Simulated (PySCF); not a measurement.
Polarisability and C₆ of Os (osmium, neutral)

[Xe] 4f14 5d7 6s1, high-spin 5F determinant (an excited configuration). Calculation: PySCF 2.14, in aug-cc-pVQZ-PP with ECP60MDF (7s7p6d4f3g2h, 135 functions); scalar relativity through the core potential. Coupled (time-dependent) response in atomic units; α is the mean over directions.

| method | mean α (bohr³) | α xx, yy, zz | C₆ (like pair) | S(−4) |
| --- | --- | --- | --- | --- |
| M06-L | 52.57 | 52.09, 52.09, 53.54 | 541.2 | 1930 |

S(−4) is the Cauchy moment in α(ω) = α(0) + S(−4) ω² + …

Spin-orbit coupling is absent.

α(iu) at M06-L:

| u (hartree) | α(iu) (bohr³) |
| --- | --- |
| 0 | 52.57 |
| 0.0500 | 48.90 |
| 0.100 | 42.41 |
| 0.200 | 30.27 |
| 0.300 | 22.20 |
| 0.500 | 13.77 |
| 0.750 | 8.986 |
| 1.00 | 6.468 |
| 1.50 | 3.893 |
| 2.00 | 2.620 |
| 3.00 | 1.418 |
| 5.00 | 0.5986 |

A single London oscillator, α(iu) = α/(1 + u²/ω²), gives C₆ = (3/4) ω α². Matching the computed C₆ needs ω = 4 × 541.2 / (3 × 52.57²) = 0.261 hartree.

The components differ because the open shell of this determinant is not spherical; for a pure term their mean is the scalar polarisability.

Energies and moments cover only the electrons outside the core potential. Spin-orbit coupling, absent here, splits the open shell strongly.
